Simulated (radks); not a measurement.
Question: Species: the antimony ion Sb+. Configuration: [Kr] 4d10 5s2 5p1 7p1 (not the ground configuration). Calculated with a radial shooting solver on a logarithmic mesh with Libxc functionals: scalar-relativistic Kohn-Sham, PBE, spin-unpolarised, spherical densities, finite nucleus; Fermi nuclear charge, rms radius 4.6802 fm. Some entries of the table are withheld. Estimate them.

orbital  occ.  eigenvalue (Ry)  r(max) (bohr)
1s          2        -2228.442        0.01835
2s          2        -340.0836            (1)
2p          6        -305.4377        0.08305
3s          2        -67.59743         0.2999
3p          6        -56.30210         0.2934
3d         10              (2)         0.2443
4s          2        -12.08091         0.7227
4p          6         -8.62313         0.7624
4d         10         -3.59905         0.8465
5s          2              (3)          1.845
5p          1              (4)          2.172
7p          1         -0.20691          11.89

Answer: 
(1) 2s r(max) (bohr): 0.1037
(2) 3d eigenvalue (Ry): -39.06435
(3) 5s eigenvalue (Ry): -1.95415
(4) 5p eigenvalue (Ry): -1.27137
